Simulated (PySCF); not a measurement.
Run record: excited-state job, bromoethane (`CCBr`).

Computed with TDDFT PBE0/def2-SVPD, vertical, gas phase, core orbitals frozen in the response (PySCF 2.14.0, density-fitted response routines). Geometry: GFN2-xTB. The input is one job of a driver script: a line of settings, then coordinates in Å.

Input:
```
{"job": {"kind": "uv", "xc": "PBE0", "basis": "def2-SVPD", "nstates": 8, "ntriplets": 3}, "charge": 0, "multiplicity": 1}
C     -0.781872     0.213734    -0.013178
C      0.612988    -0.369311     0.039855
Br     1.967584     1.018117    -0.244545
H     -0.973133     0.669978    -0.982404
H     -1.511192    -0.578264     0.149446
H     -0.913595     0.971115     0.756973
H      0.774595    -1.108919    -0.743083
H      0.833682    -0.807038     1.012372
```

Output:
```
coarse grid: 30056 points
cycle   1  E = -2652.6082750474  dE = -1.022e+00  |g| = 2.297e-01  |ddm| = 3.210e+00
cycle   2  E = -2652.6108488572  dE = -2.574e-03  |g| = 2.088e-01  |ddm| = 6.086e-01
cycle   3  E = -2652.6220006265  dE = -1.115e-02  |g| = 3.057e-02  |ddm| = 2.626e-01
cycle   4  E = -2652.6221732012  dE = -1.726e-04  |g| = 7.797e-03  |ddm| = 4.188e-02
cycle   5  E = -2652.6221831844  dE = -9.983e-06  |g| = 4.278e-03  |ddm| = 1.483e-02
cycle   6  E = -2652.6221882888  dE = -5.104e-06  |g| = 5.864e-04  |ddm| = 5.803e-03
final grid: 62352 points
cycle   7  E = -2652.6221645673  dE =  2.800e-08  |g| = 7.367e-04  |ddm| = 3.043e-03
cycle   8  E = -2652.6221644370  dE =  1.303e-07  |g| = 1.036e-03  |ddm| = 2.102e-03
cycle   9  E = -2652.6221647037  dE = -2.667e-07  |g| = 7.413e-05  |ddm| = 1.230e-03
cycle  10  E = -2652.6221647050  dE = -1.326e-09  |g| = 9.263e-06  |ddm| = 1.027e-04
cycle  11  E = -2652.6221647050  dE = -2.547e-11  |g| = 1.249e-06  |ddm| = 1.226e-05
converged SCF energy = -2652.6221647050

Static polarisability (au): isotropic 48.769, principal 41.878 44.434 59.994

Singlet excitations
state   eV       nm        f      main configurations
  1   6.1225    202.5   0.00050   H->L 0.98
  2   6.1625    201.2   0.00072   H-1->L 0.98
  3   7.4493    166.4   0.04599   H->L+1 0.95
  4   7.4974    165.4   0.07223   H-1->L+1 0.95
  5   8.2554    150.2   0.00139   H->L+2 0.87, H-1->L+3 0.08
  6   8.2844    149.7   0.00304   H-1->L+2 0.54, H->L+3 0.43
  7   8.3494    148.5   0.00155   H-1->L+3 0.91, H->L+2 0.08
  8   8.3805    147.9   0.07643   H->L+3 0.52, H-1->L+2 0.36, H-2->L 0.10

Triplet excitations (Tamm-Dancoff, eV): 5.4641 5.4957 7.2589
```

The SCF starts on a coarse grid where the log names one; the energy can jump when the final grid takes over, and dE then counts from the start density on the new grid. H and L stand for HOMO and LUMO; the number after each pair is its weight.

**Question.** Give S1 in cm⁻¹ and kJ/mol.

**Answer.** 6.1225 eV × 8065.54 = 49381 cm⁻¹; × 96.485 = 590.7 kJ/mol.

Summary of the converged run: HOMO -7.89 eV, LUMO -0.17 eV; lowest singlet 6.12 eV; lowest triplet 5.46 eV (Tamm–Dancoff); mean polarisability 48.8 au.

 Relativistic effects, spin–orbit coupling among them, are left out although an element past zinc is present.

**Question.** How long does this job take on Arm Neoverse V1, one thread (shared host)?

**Answer.** About 8.4 s.
Labels such as C1 count atoms from 1, the log's own numbers from 0.
